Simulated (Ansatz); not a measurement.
Ti(Cl)3(OH) cation (Cl3HOTi), SMILES [OH][Ti]([Cl])([Cl])[Cl] (connectivity only; charge and spin as stated), charge +1, multiplicity 2. Atoms are numbered in the order given.

```xyz
6

Ti     0.0000     0.0000     0.3550
Cl    -1.7401     1.0046    -0.5294
Cl     1.7401     1.0046    -0.5294
Cl     0.0000    -2.0092    -0.5294
O      0.0000     0.0000     2.0411
H      0.0000     0.0000     3.0139
```
Charge +1, spin multiplicity 2.

Geometry: PBE0-D3(BJ)/def2-SVP. The spin state was assumed, not searched. The isomer is the one that the SMILES or the coordinates give; other isomers of the formula were not compared. One conformer was computed; it need not be the lowest.

Two levels are set side by side: PBE-D3(BJ)/def2-SVP (Ansatz, a program for electronic structure) and PBE0-D3(BJ)/def2-SVP (Ansatz). Each level has its own optimised geometry; the coordinates shown are those of the second. Differences are taken from unrounded values.

```
quantity              PBE0-D3(BJ)  PBE-D3(BJ)  PBE-D3(BJ) minus PBE0-D3(BJ)
--------------------  -----------  ----------  ----------------------------
mean bond length (Å)        1.849       1.878                         0.029
bond Ti1–Cl2 (Å)            2.195       2.278                         0.083
bond Ti1–Cl3 (Å)            2.195       2.137                        -0.058
bond Ti1–Cl4 (Å)            2.195       2.278                         0.083
bond Ti1–O5 (Å)             1.686       1.711                         0.025
bond O5–H6 (Å)              0.973       0.983                         0.011
```

GGA bonds tend to be longer and softer than those of functionals with exact exchange. Differences between two approximate levels are no errors against the true value.
